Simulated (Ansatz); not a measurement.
`FC([SiH3])B[SiH3]` + `[CH3][GeH]([F])[Cl]` → `[CH3][Ge]([F])([SiH3])[Cl]` + `BC(F)[SiH3]`  (formal exchange of groups at the Si–B bond)

Gas-phase electronic energies from Ansatz, PBE0-D4/def2-TZVP geometries. CCSD(T)/CBS adds triple-zeta CCSD(T) − MP2 to the extrapolated MP2 energy (def2 sets, frozen cores). Functionals use def2-TZVPP. B3LYP here is the variant with VWN-RPA as its local correlation; programs differ in this. For Ge outer-core shells are correlated without core-valence functions, which leaves a few kJ/mol of doubt a bond. Scalar relativity is left out up to krypton. Each species was taken in one conformer, which may not be the lowest.

| level | ΔE (eV) |
| --- | --- |
| PBE0-D4 | -0.28 |
| B3LYP-D4 | -0.37 |
| ωB97X-V | -0.32 |
| PBE0 | -0.29 |
| MP2/def2-TZVPP | -0.32 |
| SCS-MP2/def2-TZVPP | -0.34 |
| HF/def2-QZVPP | -0.45 |
| MP2/def2-QZVPP | -0.33 |

(1) What does CCSD(T)/CBS give? (An estimate is asked.)

Largest T1 diagnostic among the species: 0.014.

## Answers

(1) Computed: -0.32 eV. The listed levels differ from it by 0.04, -0.05, 0.00, 0.03, 0.00, -0.02, -0.13, -0.01 eV.

In def2-TZVPP, CCSD(T) changes the Hartree–Fock value by +0.16 eV (the triples alone add +0.03 eV) and MP2 by +0.13 eV.
